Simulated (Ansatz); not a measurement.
`N[SiH]([SeH])Br` and `N[SiH](Br)CO` differ in one atom or group.

Ansatz, PBE0-D4/def2-TZVP geometries, multiplicity 1. Each molecule was computed in one conformer, which needn't be the lowest.

Scalar relativity is left out up to krypton.

```
                               property  `N[SiH]([SeH])Br`
    HOMO energy (B3LYP/def2-TZVPP) / eV              -7.02
     HOMO energy (PBE0/def2-TZVPP) / eV              -7.27
HOMO–LUMO gap (ωB97M-V/def2-TZVPP) / eV              10.86
    HOMO–LUMO gap (PBE/def2-TZVPP) / eV               4.82
      HOMO energy (PBE/def2-TZVPP) / eV              -6.11
    LUMO energy (B3LYP/def2-TZVPP) / eV              -0.65
```

(1) What does the change do to each property? (Best estimate.)

Results:

(1) Ansatz gave: 
| property | `N[SiH](Br)CO` | shift |
| --- | --- | --- |
| HOMO energy (B3LYP/def2-TZVPP) / eV | -7.40 | -0.38 |
| HOMO energy (PBE0/def2-TZVPP) / eV | -7.62 | -0.35 |
| HOMO–LUMO gap (ωB97M-V/def2-TZVPP) / eV | 11.81 | 0.95 |
| HOMO–LUMO gap (PBE/def2-TZVPP) / eV | 5.49 | 0.67 |
| HOMO energy (PBE/def2-TZVPP) / eV | -6.11 | 0.00 |
| LUMO energy (B3LYP/def2-TZVPP) / eV | -0.01 | 0.64 |

With PBE0 the HOMO falls by 0.35 eV and the LUMO rises by 0.69 eV, so the gap widens by about 1.04 eV. PBE moves the HOMO by 0.00 eV and ωB97M-V by -0.52 eV.

B3LYP here is the variant with VWN-RPA as its local correlation; programs differ in this.

Spin–orbit coupling is left out; it splits and shifts lone-pair levels of the heavy atoms by tenths of an eV.
